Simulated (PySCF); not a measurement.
Computed shifts of a molecule C3H6O2Si, PySCF with PBE/pcSseg-1, GIAO, gas phase, atoms alike by connectivity averaged where their shifts nearly agree, in ppm (number of nuclei): ²⁹Si: -9.7 (1). ¹³C: 161.9 (1), 109.9 (1), 96.5 (1). ¹H: 7.04 (1), 5.91 (1), 5.90 (1), 5.29 (1), 4.93 (1), 1.52 (1). References: ¹⁷O against H2O (σ = 334.3 ppm); ²⁹Si against TMS (σ = 335.4 ppm); ¹³C against TMS (σ = 182.0 ppm); ¹H against TMS (σ = 31.49 ppm), references at their B3LYP-D3(BJ)/def2-TZVP geometries, non-relativistic. The structure is a stationary point at B3LYP-D3(BJ)/def2-SVP. The values are those of a single conformer.

Problem. Which molecule gave these data?
A) C#CC[SiH](O)O
B) O[SiH2][C@@H]1C=CO1
C) C=C=C[SiH](O)O
D) CO[Si@H]1C=CO1

Solution. B, O[SiH2][C@@H]1C=CO1
